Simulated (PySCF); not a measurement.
Molecule: SMILES C[C+](C)CC(F)(F)F, [C5H8F3]+.

Bonds (- single, = double, # triple, : aromatic): C1-C2, C2-C3, C2-C4, C4-C5, C5-F6, C5-F7, C5-F8. C1 carries H9, H10, H11; C3 carries H12, H13, H14; C4 carries H15, H16. Formal charges: C2 +1.

Total charge +1.

Frames of a GFN2-xTB Langevin trajectory at 300 K; GIAO PBE0/pcSseg-1 shieldings in PySCF 2.14, gas phase, non-relativistic; equivalent atoms averaged within each frame.

Scale: $^{13}$C (σ = 186.93 ppm) and $^{1}$H (σ = 31.72 ppm) against TMS; $^{19}$F (σ = 170.95 ppm) vs CFCl3 (reference shieldings calculated alike). The references are static minima.

Q: How do the shifts (ppm) fluctuate along the trajectory?

A: 
```csv
time (fs),C2,C5,C4,C1/C3,F6/F7/F8,H9/H10/H11/H12/H13/H14,H15/H16
250,340.7,126.0,68.0,57.4,-59.1,4.77,4.37
425,335.5,137.7,70.6,55.5,-45.4,4.79,4.94
625,343.4,124.4,77.9,56.8,-60.1,4.71,5.77
800,359.2,130.3,63.7,64.6,-58.5,4.87,5.08
1000,352.1,126.3,60.9,66.3,-57.3,5.17,5.95
mean of frames,346.2,128.9,68.2,60.1,-56.1,4.86,5.22
standard deviation,9.5,5.4,6.6,4.9,6.0,0.18,0.64
```

5 frames give an uncertainty of the mean of about the standard deviation over 2.2 at best, since frames this close in time may not be independent; classical motion lacks zero-point vibration, and the reference would need the same averaging.
